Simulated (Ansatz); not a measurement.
`C[O][SnH3]` + `CO[SiH2]N` → `CN[SiH2]OC` + `[OH][SnH3]`  (substitution at a C–O bond)

Computed with Ansatz on PBE0-D4/def2-TZVP structures; ΔE is electronic, products minus reactants. CCSD(T)/CBS is the MP2 limit (def2-TZVPP, def2-QZVPP) plus CCSD(T) − MP2 in def2-TZVPP, frozen cores. This one scheme is used for every species. Functionals use def2-TZVPP. B3LYP here is the variant with VWN-RPA as its local correlation; programs differ in this. Elements past krypton have def2 core potentials. For Sn outer-core shells are correlated without core-valence functions, which leaves a few kJ/mol of doubt a bond. One conformer a species, not always the lowest.

Q: Is it downhill or uphill in electronic energy at CCSD(T)/CBS, and by how much? (Best estimate.)

A: Computed: Downhill: ΔE = -16.7 kJ/mol.

Q: What do these levels give: B3LYP-D4, ωB97X-V, ωB97M-V, B2PLYP, PBE0, SCS-MP2/def2-TZVPP, CCSD/def2-TZVPP, CCSD(T)/def2-TZVPP, HF/def2-QZVPP, SCS-MP2/def2-QZVPP, HF/CBS(def2), CCSD/CBS(def2)? (Estimate.)

A: Ansatz gave: B3LYP-D4 -15.2, ωB97X-V -16.0, ωB97M-V -16.9, B2PLYP -15.2, PBE0 -17.3, SCS-MP2/def2-TZVPP -17.2, CCSD/def2-TZVPP -16.8, CCSD(T)/def2-TZVPP -17.2, HF/def2-QZVPP -10.6, SCS-MP2/def2-QZVPP -17.1, HF/CBS(def2) -10.5, CCSD/CBS(def2) -16.4 kJ/mol.

Largest T1 diagnostic among the species: 0.014.

In def2-TZVPP, CCSD(T) changes the Hartree–Fock value by −6.4 kJ/mol (the triples alone add −0.4 kJ/mol) and MP2 by −8.5 kJ/mol.
